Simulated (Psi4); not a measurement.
C₃H₉N, charge +1, doublet, at a GFN2-xTB geometry (a state made from the parent by changing its charge; the spin is typed, not shown lowest). Base run: HF/6-31G run with Psi4.

Psi4 was given this input:
```
memory 2 GB

molecule mol {
1 2
  C    -1.877613   -0.029676    0.298866
  C    -0.545275   -0.430394   -0.287759
  N     0.539405    0.313721    0.195587
  C     1.874214    0.141782   -0.208225
  H    -2.110709    1.010665    0.076320
  H    -2.668594   -0.647689   -0.115881
  H    -1.887195   -0.151160    1.381092
  H    -0.356561   -1.507756   -0.113931
  H    -0.572036   -0.364167   -1.392474
  H     0.347059    1.030119    0.889153
  H     2.281861    1.078881   -0.613592
  H     1.966553   -0.648446   -0.951828
  H     2.515825   -0.086766    0.654735
}

set basis 6-31g
set reference uhf
set stability_analysis check
set scf_type pk

energy('scf')
print_variables()
```

The bond that is stretched is that between atoms 13 and 4. A test that says stable can miss a lower solution.

Variants of this job, named by their change:

```csv
change,ΔE vs base (eV),<S^2>
base,0.00,0.766
stability_analysis = follow; reference = uhf,0.00,0.766
bond × 1.25,0.89,0.776
stability_analysis = follow; reference = uhf; bond × 1.25,0.89,0.776
bond × 1.5,2.13,0.935
stability_analysis = follow; reference = uhf; bond × 1.5,2.13,0.935
bond × 1.8,2.88,1.225
stability_analysis = follow; reference = uhf; bond × 1.8,2.88,1.225
bond × 2.2,3.18,1.373
stability_analysis = follow; reference = uhf; bond × 2.2,3.18,1.373
bond × 3.0,3.86,0.750
stability_analysis = follow; reference = uhf; bond × 3.0,3.27,1.428
```

Psi4 reported an instability in these rows: bond × 3.0; stability_analysis = follow; reference = uhf; bond × 3.0 (restricted rows aren't judged here).

On stretching, the SCF can end on different states; <S^2> shows the spin contamination of each.
